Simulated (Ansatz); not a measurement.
Cartesian coordinates in Å:
```
C -2.108 -1.759 -0.124
N -1.699 -0.549 0.543
C -2.689 -0.099 1.480
Sc 0.022 0.228 -0.103
N 1.513 -1.096 -0.323
C 2.837 -0.902 -0.855
C 1.360 -2.457 0.136
C -0.341 2.341 -1.333
C 1.053 2.190 -1.199
C 1.384 2.295 0.172
C 0.178 2.548 0.848
F 0.069 2.721 2.171
C -0.895 2.570 -0.049
H -3.071 -1.639 -0.646
H -2.223 -2.610 0.569
H -1.373 -2.069 -0.880
H -3.656 0.116 0.995
H -2.362 0.813 1.987
H -2.888 -0.851 2.261
H 3.034 -1.559 -1.718
H 3.614 -1.127 -0.107
H 2.986 0.128 -1.186
H 2.117 -2.713 0.894
H 0.380 -2.616 0.594
H 1.471 -3.187 -0.682
H -0.898 2.315 -2.259
H 1.752 2.015 -2.004
H 2.365 2.230 0.618
H -1.934 2.722 0.197
```

Total charge 0; spin multiplicity 1.

(1) List the CAM-B3LYP/def2-TZVPP orbital energies in eV (Ansatz). (Best estimate.)

Answers

(1) The calculation gave: Occupied: -4401.77, -674.08, -480.93, -397.26, -397.22, -397.18, -390.32, -390.27, -281.13, -279.21, -279.08, -279.06, -279.02, -279.00, -278.98, -278.97, -278.97, -58.79, -36.87, -36.79, -36.65, -35.77, -26.53, -25.90, -25.79, -21.89, -21.60, -21.17, -20.95, -18.19, -18.08, -17.79, -17.53, -16.78, -15.18, -14.52, -14.42, -14.09, -14.06, -13.89, -13.84, -13.65, -13.48, -12.93, -12.57, -12.39, -12.15, -12.04, -11.64, -11.55, -11.30, -9.85, -9.78, -8.35, -8.12, -7.32, -7.07. Lowest empty: -0.32, 0.65, 1.17, 1.40, 1.52, 1.81, 1.89, 2.19.
